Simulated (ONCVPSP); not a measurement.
Varying the ONCV potential for Si (Z = 14)

Base potential:

- Element: Si
- Generator: ONCVPSP 4.0.1
- Type: optimised norm-conserving Vanderbilt (ONCV)
- Functional: PBE
- Relativity: non-relativistic
- Frozen core: [Ne]
- Valence charge: 4
- Reference configuration: 3s2 3p2
- Partial waves: 3s: rc 1.95 bohr, ncon 4, nbas 8, qcut 3.1 1/bohr, 2 projectors, debl 0.8 Ha; 3p: rc 2.20 bohr, ncon 4, nbas 8, qcut 3.4 1/bohr, 2 projectors, debl 0.8 Ha; d scattering state at 0.18 Ha: rc 2.35 bohr, ncon 5, nbas 8, qcut 4.3 1/bohr, 2 projectors, debl 0.8 Ha
- Local potential: polynomial inside 1.95 bohr (lpopt 2, dvloc0 1 Ha)
- Core correction: Teter function, fcfact 6, rcfact 1.45

All-electron outer shells of the reference configuration (PBE, non-relativistic, ld1.x):

| shell | level (eV) | outermost node (bohr) | outermost maximum (bohr) |
| --- | --- | --- | --- |
| 2s | -138.84 | 0.15 | 0.45 |
| 2p | -95.59 | – | 0.39 |
| 3s | -10.77 | 0.72 | 1.80 |
| 3p | -4.09 | 0.72 | 2.17 |

Cutoffs, loose and tight: the cutoffs (Ha) at which the residual kinetic energy of the hardest occupied pseudo-wave falls to 1 and 0.1 mHa per electron. They do not see the model core or the augmentation charge, which bear on the density cutoff. Test errors are all-electron minus pseudo excitation energies from the reference, over the configurations 3s2 3p1; 3s2 3p0; 3s1 3p0; 3s0 3p4. A dash means not determined; rows that change the core or the reference have their own tests.

```tsv
change	outcome	cutoff, loose	cutoff, tight	bound ghosts	GHOST(+) flags above zero	largest test error (meV)
base	generated	14 Ha	42 Ha	none	none	-51
reference 3s2; wave 3p: rc 2.20 bohr, ncon 4, nbas 8, qcut 3.4 1/bohr, 2 projectors, debl 0.8 Ha becomes p scattering state at 0.19 Ha: rc 2.20 bohr, ncon 4, nbas 8, qcut 3.4 1/bohr, 2 projectors, debl 0.8 Ha	generated, projector energies reset by the program	22 Ha	44 Ha	none	none	-57
d: rc 2.9	generated	14 Ha	42 Ha	none	none	-51
scalar-relativistic	generated	14 Ha	42 Ha	none	none	-56
local potential polynomial inside 1.95 bohr (lpopt 2, dvloc0 9.5 Ha)	generated	14 Ha	42 Ha	none	none	-52
s: rc 1.3; local potential polynomial inside 1.30 bohr (lpopt 2, dvloc0 1 Ha)	failed: optimize: ERROR ps0norm > uunorm, code will stop	–	–	–	–	–
core [He], valence charge 12; reference 2s2 2p6 3s2 3p2; waves now 2s+3s: rc 0.95 bohr, ncon 3, nbas 6, qcut 10.3 1/bohr, 2 projectors; 2p+3p: rc 1.10 bohr, ncon 3, nbas 6, qcut 11.3 1/bohr, 2 projectors; d scattering state at 0.37 Ha: rc 1.05 bohr, ncon 5, nbas 10, qcut 10.7 1/bohr, 2 projectors, debl 2.7 Ha; local potential polynomial inside 0.85 bohr (lpopt 3, dvloc0 3 Ha)	generated	56 Ha	64 Ha	none	none	+2.9 over the solved tests; 1 of 4 tests not solved or not reliable
```
